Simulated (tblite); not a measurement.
Species: C8H12 (charge +1 and doublet state).
Z-matrix (Å and degrees, GFN2-xTB geometry), rows numbered from 1:
```
C 
C   1  1.3494
C   2  1.4359  1  125.89
C   3  1.4987  2  120.32  1  -176.37
C   4  1.5297  3  107.10  2   153.79
C   5  1.5287  4  105.51  3   -28.48
C   6  1.4886  5  106.69  4    32.44
C   7  1.4614  3   58.51  2   109.95
H   1  1.0780  2  123.12  3     1.44
H   1  1.0766  2  120.72  3  -179.58
H   2  1.0834  1  118.76  3  -179.28
H   4  1.0943  3  110.78  2   -83.30
H   4  1.0940  3  110.16  2    33.72
H   5  1.0887  4  111.51  3  -149.72
H   5  1.0931  4  111.04  3    91.76
H   6  1.0934  5  110.92  4   -88.08
H   6  1.0950  5  112.45  4   153.33
H   7  1.0810  3  117.38  8  -109.92
H   8  1.0797  3  116.67  7   111.41
H   8  1.0819  3  114.16  7  -111.85
```

Level: GFN2-xTB in tblite, geometry and Hessian alike; calculated harmonic values, unscaled, isolated species. Against measured fundamentals such values can be off by several per cent, at times by over 20. One conformer, not necessarily the lowest. Open shells enter through the occupations alone, without spin polarisation, and single modes of such species can be off by tens of per cent.

Harmonic wavenumbers (cm⁻¹): 117.2, 163.7, 203.5, 243.5, 327.5, 393.2, 448.7, 485.0, 566.5, 577.9, 639.5, 719.1, 789.9, 812.1, 868.7, 896.5, 920.8, 933.3, 945.8, 966.4, 983.9, 1014.4, 1028.0, 1050.8, 1068.8, 1077.8, 1140.0, 1144.9, 1154.8, 1204.8, 1229.4, 1284.3, 1289.9, 1299.6, 1317.3, 1346.7, 1396.2, 1404.2, 1414.4, 1440.6, 1462.8, 1561.3, 2934.3, 2941.3, 2964.2, 2969.2, 2975.5, 3026.8, 3058.4, 3064.8, 3075.6, 3105.2, 3108.4, 3142.1.

A = 4153, B = 1651, C = 1432 MHz; mass 108.094 u (most abundant isotopes); point group C1, symmetry number 1; spin multiplicity 2.

Zero-point energy?

½Σν̃ = 37850 cm⁻¹ = 108.22 kcal/mol.

What is S at 298.15 K and 1 bar for an ideal gas of classical rigid rotors and harmonic oscillators?

Translation 39.98, rotation 27.88, vibration 17.09, spin (R ln 2) 1.38: S = 86.3 cal/(mol K).

And Cp and H(298.15 K) − H(0)?

Cp = 33.62 cal/(mol K), of which vibrations give 25.67 (their classical limit is 54 R = 107.3); H(298.15 K) − H(0) = 5.51 kcal/mol without the zero-point energy, 3.14 from vibrations.

How do the functions run with temperature in this model?

| T (K) | S (cal/(mol K)) | Cp (cal/(mol K)) | H − H(0) (kcal/mol) | G − H(0) (kcal/mol) | ln q(vib) |
| --- | --- | --- | --- | --- | --- |
| 50 | 55.5 | 9.5 | 0.42 | -2.36 | 0.05 |
| 100 | 63.3 | 13.6 | 0.99 | -5.34 | 0.41 |
| 373.15 | 94.8 | 42.5 | 8.37 | -27.02 | 4.70 |
| 500 | 109.1 | 55.5 | 14.61 | -39.96 | 7.31 |
| 750 | 135.3 | 73.2 | 30.87 | -70.58 | 12.83 |
| 1000 | 158.0 | 84.5 | 50.68 | -107.31 | 18.32 |

q(vib) and H(0) count from the zero-point level.

Blend soft modes into free rotors: weight 1/[1 + (100 cm⁻¹/ν̃)⁴] for the oscillator and the rest for a rotor with moment μB/(μ + B), μ = h/(8π²ν), B = 10⁻⁴⁴ kg m². What vibrational entropy results?

16.93 cal/(mol K) in place of 17.09, which changes −T·S at 298.15 K by +0.05 kcal/mol.

Which modes carry the vibrational entropy at 298.15 K?

117.2 cm⁻¹: 3.15; 163.7 cm⁻¹: 2.51; 203.5 cm⁻¹: 2.10; 243.5 cm⁻¹: 1.78; 327.5 cm⁻¹: 1.27; 393.2 cm⁻¹: 0.99 cal/(mol K); the other 48 give 5.30 together.

What must be added to the electronic energy to get the Gibbs energy at 298.15 K and 1 bar?

ZPE + [H(298.15 K) − H(0)] − T·S = 108.22 + 5.51 − 25.74 = 87.99 kcal/mol.

Hindered rotation and anharmonicity are outside this model. Other conformers, if any are populated, would add a mixing term that is left out. The structure is chiral; the term R ln 2 for an equal mix with its mirror image is left out.
